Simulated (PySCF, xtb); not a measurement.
RbCl, SMILES [Rb][Cl].

Harmonic wavenumbers (cm⁻¹) from GFN2-xTB run with xtb at its own minimum, in rising order: 178.

What does PySCF with B3LYP-D3(BJ)/def2-TZVPD give at its own minimum? (An estimate is asked for; the answer gives what the named calculation found.)

219. Paired by order, the mean absolute difference is 41 cm⁻¹ and the zero-point energies are 0.3 and 0.3 kcal/mol.
